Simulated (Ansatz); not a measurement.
One change: `C=CC(O)=S` becomes `OC(=S)[SeH]`.

Ansatz, PBE0-D4/def2-TZVP geometries, multiplicity 1. Each molecule was computed in one conformer, which needn't be the lowest.

Scalar relativity is left out up to krypton.

```
                                        property  `C=CC(O)=S`
             HOMO energy (B3LYP/def2-TZVPP) / eV        -6.56
               HOMO energy (PBE/def2-TZVPP) / eV        -5.59
           HOMO energy (ωB97M-V/def2-TZVPP) / eV        -9.01
size of the dipole moment (B3LYP/def2-TZVPP) / D         1.76
           LUMO energy (ωB97M-V/def2-TZVPP) / eV        -0.20
  zero-point energy (PBE0-D4/def2-TZVP) / kJ/mol        171.7
```

(1) Give the same properties after the change, and the shifts. (An estimate is asked.)

## Answers

(1) Ansatz gave: 
```tsv
property	`OC(=S)[SeH]`	shift
HOMO energy (B3LYP/def2-TZVPP) / eV	-6.80	-0.24
HOMO energy (PBE/def2-TZVPP) / eV	-5.84	-0.25
HOMO energy (ωB97M-V/def2-TZVPP) / eV	-9.21	-0.20
size of the dipole moment (B3LYP/def2-TZVPP) / D	2.09	0.33
LUMO energy (ωB97M-V/def2-TZVPP) / eV	0.49	0.69
zero-point energy (PBE0-D4/def2-TZVP) / kJ/mol	78.6	-93.1
```

With PBE0 the HOMO falls by 0.24 eV and the LUMO rises by 0.66 eV, so the gap widens by about 0.90 eV. PBE moves the HOMO by -0.25 eV and ωB97M-V by -0.20 eV. The zero-point energy changes by -93.1 kJ/mol with -9 modes. Dipoles are sizes alone; their direction can turn.

B3LYP here is the variant with VWN-RPA as its local correlation; programs differ in this.

Spin–orbit coupling is left out; it splits and shifts lone-pair levels of the heavy atoms by tenths of an eV.
